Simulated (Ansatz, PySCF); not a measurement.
Breaking the B1–H3 bond in BFHI (SMILES FBI) (multiplicity 1 held, fragments rigid). Energies count from the point at 1.186 Å.
Geometry at that point (charge 0, multiplicity 1):
```json
[
 {"atom": "B", "x (Å)": "-0.2447", "y (Å)": "-1.3335", "z (Å)": "0.8064"},
 {"atom": "F", "x (Å)": "0.7923", "y (Å)": "-1.7438", "z (Å)": "1.4967"},
 {"atom": "H", "x (Å)": "-1.2601", "y (Å)": "-1.9458", "z (Å)": "0.8179"},
 {"atom": "I", "x (Å)": "-0.0877", "y (Å)": "0.4586", "z (Å)": "-0.3457"}
]
```

Unrestricted levels (U-) break spin symmetry where that is lower. Active spaces are followed from a long bond inwards. Curves can end on different states.

Cores are frozen in the correlated methods. Filled d and f shells under p-block atoms count as core. Rows in 3-21G, LANL2DZ carry no dispersion term and start afresh at each structure; the Pople sets are all-electron and without relativity. LANL2DZ brings its own core potentials from Na on.

The values were computed with Ansatz (Gaussian orbitals); PySCF for 3-21G rows, LANL2DZ rows.  In def2 rows elements past Kr take small-core potentials, without spin–orbit coupling.

Other levels give for the energy at R = 3.794 Å: U-PBE/def2-TZVPP 102.17; U-B3LYP/def2-TZVPP 106.08; U-wB97X-V/def2-TZVPP 108.05; FIC-MRCISD+Q on CASSCF(2,2)/def2-TZVPP 107.12 kcal/mol.

Common cheap choices:

```
level            energy at R = 3.794 Å (kcal/mol)
---------------  --------------------------------
R-HF/3-21G                                 189.37
U-HF/LANL2DZ                                87.30
R-B3LYP/LANL2DZ                            143.78
U-B3LYP/LANL2DZ                            107.94
```

Doubts at one or more of the structures used: a restricted determinant that unrestricted orbitals would lower (R-HF/3-21G); a spin-contaminated determinant (U-HF/LANL2DZ, U-B3LYP/LANL2DZ, U-PBE/def2-TZVPP, U-B3LYP/def2-TZVPP, U-wB97X-V/def2-TZVPP).

Ansatz is a first-principles code.
